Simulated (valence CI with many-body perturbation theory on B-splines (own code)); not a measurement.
**Ho27+: key properties**

Calculated by configuration interaction combined with many-body perturbation theory (CI+MBPT): four valence electrons over a frozen Dirac-Fock core [Kr], a basis of 7 s, 7 p, 8 d, 6 f, 4 g, 1 h functions for each j, with the one-electron correlation potential Σ1, the two-electron term Σ2, the three-electron term Σ3, Breit, model QED; selected CI, second order for the rest, scaled by the run's own slope (own B-spline code, finite nucleus).

No measured spectrum was set against this ion. As an estimate, large intervals hold to a few tenths of a per cent, small ones and those within an open d or f shell to about a per cent. Only levels of the ground parity were solved; by the run's estimate the other parity begins above the list, which can be wrong where configurations are misplaced.

Levels are named by their leading jj configuration (3d3/2^4 stands for four electrons in 3d with j = 3/2), which in mixed levels can hold well under half, so a name can repeat and another be missing.

Rates and lifetimes use the calculated energies. Strong lines usually hold to 10 to 20 %, long lifetimes can be off by a factor of two.

Problem. What is the ground level?

Solution. (4d3/2^4) J=0, composition 54 % 4d⁴ ³P + 36 % 4d⁴ ⁵D + 10 % 4d⁴ ¹S.

Problem. What is the ionisation energy?

Solution. 985.9 eV; NIST lists 985 ± 4 eV (theoretical).

Problem. How well does LS coupling describe the low levels?

Solution. Among the lowest 20 levels the leading LS term, summed over configurations, holds 50 % on average. For single configurations the figures are 49 % in LS and 85 % in jj coupling. Terms mix most in the J = 4 level at 11.371 eV, where the leading one holds 30 %.
